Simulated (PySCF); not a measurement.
Nitrogen: a sound run and one with changed settings

Sound run: N+ [He] 2s2 2p2, N(2+) [He] 2s2 2p1. Calculation: PySCF 2.14, in pcseg-2 (4s3p2d1f, 30 functions); no relativity, point nucleus. In the sound run the correlated levels freeze 1s2. The sound run starts from symmetry-adapted Hartree-Fock orbitals and uses a fine grid where one is needed.

A second run was set up differently.

```tsv
species	method	sound run (hartree)	changed run (hartree)	converged
N+	MP2	-53.95681	-53.89553	yes
N+	CCSD(T)	-53.97933	-53.89734	yes
```

Ionisation energy of N+:

| method | sound run (eV) | changed run (eV) |
| --- | --- | --- |
| UHF | 29.221 | 29.221 |
| MP2 | 29.626 | 29.423 |
| SCS-MP2 | 29.495 | 29.289 |
| CCSD | 29.472 | 29.472 |
| CCSD(T) | 29.486 | 29.472 |
| CCSDT | n/a | 29.472 |
| FCI | n/a | 29.472 |

Task: What was changed?
A. minimal basis
B. a valence shell is frozen
C. too few SCF iterations
D. level shift left on

Result: B. Freezing a valence shell removes pair correlation that changes on ionisation.
